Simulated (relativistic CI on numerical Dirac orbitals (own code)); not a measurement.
## Rh4+: L-alpha,beta X-ray emission

Computed with this model: Dirac-Coulomb-Breit CI, orbitals from a KLI potential per configuration, model QED, valence Slater integrals scaled by 0.8, multiplet model of X-ray emission after core ionisation; configurations [Kr] 4d5 → [He] 2s2 2p5 3s2 3p6 3d10 4s2 4p6 4d5 → [Ar] 3d9 4s2 4p6 4d5; 80 K; Lorentzian 1.4 eV and Gaussian 0.6 eV FWHM. Energies are those of the free ion, without screening or charge transfer. S is read from ⟨S²⟩ = S(S + 1).

Computed curve for free ion, scaled to 100 at the maximum (points under 2 are left out and the grid is thinned):

Energy (eV), Intensity and a bar:
```
   2686.2        2.1 
   2687.0        2.5 
   2687.8        2.1 
   2690.8        2.4 
   2691.4        3.0 
   2692.2        4.3 #
   2693.0        6.7 ##
   2693.8       10.0 ###
   2694.6       12.1 ###
   2695.4       13.5 ####
   2696.2       15.1 ####
   2697.0       23.7 #######
   2697.6       44.0 ##############
   2698.4       93.9 ##############################
   2699.2       79.3 #########################
   2700.0       31.9 ##########
   2700.8       13.6 ####
   2701.6        7.3 ##
   2702.4        4.6 #
   2703.2        3.1 
   2703.8        2.4 
   2828.0        2.5 
   2828.8        4.7 #
   2829.6        4.8 #
   2830.4        2.8 
   2831.2        2.3 
   2832.0        2.7 
   2832.8        3.9 #
   2833.4        5.0 #
   2834.2        8.3 ##
   2835.0       13.9 ####
   2835.8       21.1 ######
   2836.6       34.6 ###########
   2837.4       42.0 #############
   2838.2       22.6 #######
   2839.0        9.2 ##
   2839.6        5.4 #
   2840.4        3.4 
   2841.2        2.6 
   2842.0        2.0
```

The ground state has S = 2.49, and the centroid lies at 2745.20 eV.
